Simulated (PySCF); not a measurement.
## Two-component Hartree-Fock for Eu³⁺ (europium, charge +3)

Start: [Xe] 4f6; 4f5/2 filled at m_j = -5/2, -3/2, -1/2, +1/2, +3/2, +5/2. Calculated with PySCF 2.14 in x2c-TZVPall-2c (11s11p10d4f1g, 131 functions): generalised Hartree-Fock with the X2C-1e Hamiltonian and a Gaussian nucleus; one run each with spin-orbit coupling (SO) switched off, then screened by Boettger's factors.

| spinor shell | electrons | ε, spin-free (eV) | ε, screened SO (eV) | weight of nominal j (screened SO) | rms radius, screened SO (bohr) |
| --- | --- | --- | --- | --- | --- |
| 1s1/2 | 2 | -48791.7 | -48783.0 | 1.000 | 0.0254 |
| 2s1/2 | 2 | -8157.8 | -8155.1 | 1.000 | 0.103 |
| 2p1/2 | 2 | -7266.1 | -7722.2 | 1.000 | 0.0881 |
| 2p3/2 | 4 | -7266.1 | -7069.8 | 1.000 | 0.0944 |
| 3s1/2 | 2 | -1870.4 | -1869.6 | 1.000 | 0.266 |
| 3p1/2 | 2 | -1587.1 | -1682.2 | 1.000 | 0.257 |
| 3p3/2 | 4 | -1587.1 | -1545.7 | 1.000 | 0.270 |
| 3d3/2 | 4 | -1207.3 | -1225.0 | 0.995 | 0.243 |
| 3d5/2 | 6 | -1207.3 | -1194.7 | 0.996 | 0.246 |
| 4s1/2 | 2 | -419.55 | -419.29 | 1.000 | 0.601 |
| 4p1/2 | 2 | -323.54 | -346.36 | 0.971 | 0.619 |
| 4p3/2 | 4 | -323.54 | -313.39 | 0.985 | 0.646 |
| 4d3/2 | 4 | -186.32 | -192.84 | 0.705 | 0.701 |
| 4d5/2 | 6 | -186.32 | -181.75 | 0.803 | 0.706 |
| 5s1/2 | 2 | -83.468 | -83.425 | 1.000 | 1.46 |
| 5p1/2 | 2 | -56.939 | -60.631 | 0.932 | 1.61 |
| 5p3/2 | 4 | -56.939 | -55.293 | 0.966 | 1.70 |
| 4f5/2 | 6 | -46.394 | -46.347 | 0.565 | 0.940 |

```json
{"quantity": "E (hartree)", "spin-free": "-10835.33838", "screened SO": "-10841.95218"}
{"quantity": "M_J", "spin-free": "0", "screened SO": "0"}
{"quantity": "⟨J²⟩", "spin-free": "6.012", "screened SO": "5.425"}
{"quantity": "⟨L²⟩", "spin-free": "12.007", "screened SO": "11.874"}
{"quantity": "⟨S²⟩", "spin-free": "12.005", "screened SO": "11.863"}
```

The determinant has a definite M_J but mixes levels of different J.

Each row is a mean over spinors that exchange with the open shell spreads, by up to 17.228 eV (4d5/2).

Rows whose weight is well below 1 are mixtures of j = l ± 1/2: exchange outweighs spin-orbit coupling there, and the label is only the starting occupation.

Breit and QED terms are absent; they matter most for the inner s and p1/2 levels.

Densities and radii are taken from the X2C orbitals without a picture-change correction, which distorts them close to the nucleus.

Without spin-orbit coupling the j labels of p, d and f shells carry no meaning; the spin-free column gives the mean over the occupied spinors of each nl shell.
